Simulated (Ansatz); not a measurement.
`C[CH](C)[Zn][F]` and `CC(C)[Si]F` differ in one atom or group.

Ansatz, PBE0-D4/def2-TZVP geometries, multiplicity 1. Each molecule was computed in one conformer, which needn't be the lowest.

Scalar relativity is left out up to krypton.

```json
{"property": "HOMO energy (ωB97M-V/def2-TZVPP) / eV", "`C[CH](C)[Zn][F]`": "-9.85"}
{"property": "HOMO–LUMO gap (ωB97M-V/def2-TZVPP) / eV", "`C[CH](C)[Zn][F]`": "10.88"}
{"property": "size of the dipole moment (PBE/def2-TZVPP) / D", "`C[CH](C)[Zn][F]`": "3.04"}
{"property": "HOMO energy (PBE0/def2-TZVPP) / eV", "`C[CH](C)[Zn][F]`": "-7.66"}
{"property": "LUMO energy (ωB97M-V/def2-TZVPP) / eV", "`C[CH](C)[Zn][F]`": "1.03"}
{"property": "size of the dipole moment (B3LYP/def2-TZVPP) / D", "`C[CH](C)[Zn][F]`": "3.12"}
```

Q: Give the same properties after the change, and the shifts. (Best estimate.)

A: The calculation gave: 
```
                                        property  `CC(C)[Si]F`  shift
           HOMO energy (ωB97M-V/def2-TZVPP) / eV         -8.42   1.43
         HOMO–LUMO gap (ωB97M-V/def2-TZVPP) / eV          8.33  -2.55
  size of the dipole moment (PBE/def2-TZVPP) / D          1.66  -1.38
              HOMO energy (PBE0/def2-TZVPP) / eV         -6.32   1.34
           LUMO energy (ωB97M-V/def2-TZVPP) / eV         -0.08  -1.11
size of the dipole moment (B3LYP/def2-TZVPP) / D          1.66  -1.46
```

With PBE0 the HOMO rises by 1.34 eV and the LUMO falls by 1.56 eV, so the gap narrows by about 2.90 eV. PBE moves the HOMO by 1.37 eV and ωB97M-V by 1.43 eV. Dipoles are sizes alone; their direction can turn.

B3LYP here is the variant with VWN-RPA as its local correlation; programs differ in this.
